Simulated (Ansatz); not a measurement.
`CC1CO1` + HBr → `BrC1CO1` + CH₄  (substitution at a C–C bond)

Calculated with Ansatz (gas phase, PBE0-D4/def2-TZVP geometries, no zero-point term in ΔE). CCSD(T)/CBS is the MP2 limit (def2-TZVPP, def2-QZVPP) plus CCSD(T) − MP2 in def2-TZVPP, frozen cores. This one scheme is used for every species. Functionals use def2-TZVPP. B3LYP here is the variant with VWN-RPA as its local correlation; programs differ in this. For Br outer-core shells are correlated without core-valence functions, which leaves a few kJ/mol of doubt a bond. Scalar relativity is left out up to krypton.

`CC1CO1`:

```xyz
10

C     1.024   -0.699   -0.148
C    -0.113    0.216   -0.475
C    -1.138    0.561    0.504
O    -0.116    1.484    0.165
H     1.230   -0.686    0.923
H     0.791   -1.723   -0.449
H     1.931   -0.390   -0.675
H    -0.396    0.262   -1.526
H    -1.073    0.144    1.507
H    -2.138    0.832    0.174
```

HBr:

```xyz
2

Br   -0.343    0.426   -0.453
H     0.343   -0.426    0.453
```

`BrC1CO1`:

Cartesian coordinates in Å:
```
Br -1.388 -1.747 0.276
C 0.094 -0.528 0.378
C 0.116 0.664 -0.451
O -0.137 0.704 0.957
H 0.992 -1.057 0.679
H -0.744 0.875 -1.078
H 1.066 1.089 -0.762
```

CH₄:

```xyz
5

C     0.000    0.000    0.000
H    -0.978   -0.447    0.175
H     0.599   -0.070    0.908
H    -0.123    1.048   -0.274
H     0.502   -0.530   -0.809
```

CCSD(T)/CBS gives +4.5 kcal/mol.

(1) Another level gave +1.5 kcal/mol. Which?
A. B3LYP-D4/def2-TZVPP
B. BLYP-D4/def2-TZVPP
C. CCSD/def2-TZVPP
D. r2SCAN0/def2-TZVPP

Largest T1 diagnostic among the species: 0.011.

Answers

(1) B. BLYP-D4 1.5, r2SCAN0 4.2, CCSD/def2-TZVPP 5.2, B3LYP-D4 3.1 kcal/mol.

At CCSD(T), def2-SVP lies +3.3 kcal/mol from the extrapolated value and def2-TZVPP −0.0 kcal/mol. From r2SCAN to r2SCAN0 (25 % exact exchange), in def2-TZVPP and without D4, ΔE moves by +1.4 kcal/mol. Leaving LDA and LC-ωPBE aside and taking each functional with its dispersion term where it has one, the values, not all of them listed here, spread over 3.1 kcal/mol, from BLYP-D4 to BHLYP-D4. LDA lies +2.1 kcal/mol from PBE without D4.
